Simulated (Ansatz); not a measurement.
Start from `[NH2][Ti]([NH2])([NH2])[F]` and change one element to get `[NH2][Ti]([NH2])([NH2])[Cl]`.

Ansatz, PBE0-D4/def2-TZVP geometries, multiplicity 1. Each molecule was computed in one conformer, which needn't be the lowest.

Scalar relativity is left out up to krypton.

| property | `[NH2][Ti]([NH2])([NH2])[F]` |
| --- | --- |
| HOMO energy (B3LYP/def2-TZVPP) / eV | -7.00 |
| HOMO energy (PBE/def2-TZVPP) / eV | -5.85 |
| LUMO energy (B3LYP/def2-TZVPP) / eV | -1.31 |
| HOMO–LUMO gap (ωB97M-V/def2-TZVPP) / eV | 10.72 |
| LUMO energy (ωB97M-V/def2-TZVPP) / eV | 1.13 |
| size of the dipole moment (ωB97M-V/def2-TZVPP) / D | 2.08 |

Task: Give the same properties after the change, and the shifts. (Estimate.)

Result: Ansatz gave: 
```
                                          property  `[NH2][Ti]([NH2])([NH2])[Cl]`  shift
               HOMO energy (B3LYP/def2-TZVPP) / eV                          -7.30  -0.30
                 HOMO energy (PBE/def2-TZVPP) / eV                          -6.17  -0.32
               LUMO energy (B3LYP/def2-TZVPP) / eV                          -1.61  -0.30
           HOMO–LUMO gap (ωB97M-V/def2-TZVPP) / eV                          10.78   0.06
             LUMO energy (ωB97M-V/def2-TZVPP) / eV                           0.85  -0.28
size of the dipole moment (ωB97M-V/def2-TZVPP) / D                           2.90   0.82
```

Dipoles are sizes alone; their direction can turn.

B3LYP here is the variant with VWN-RPA as its local correlation; programs differ in this.
